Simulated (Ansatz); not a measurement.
What KGeSF (SMILES [F][K].[S+]#[Ge-]) costs in Ansatz

The species is KGeSF (4 atoms), meant as a singlet with charge 0. As SMILES, `[F][K].[S+]#[Ge-]`. The shape comes from GFN2-xTB, which is rough for such elements, and wasn't checked as a minimum.

```xyz
4

F     2.2485   -0.5334   -2.6041
K     1.0180   -0.1498   -1.0670
S    -0.8314    0.4170    1.2119
Ge   -2.4352    0.2661    2.4592
```

Program: Ansatz 0.2.0. Hardware: 1 thread of Intel Xeon at 2.70GHz, shared host, so times are rough. Ansatz fits the integrals of SCF and DFT runs by default. Its times include its search for lower SCF states.

(1) Estimate their order by wall time, quickest first.
A. energy at r2SCAN-D4/def2-SVPD
B. energy at CCSD(T)/def2-SVPD, 20 core orbitals frozen
C. energy at HF/def2-SVPD

## Answers

(1) C (4.2 s), A (12 s), B (39 s).
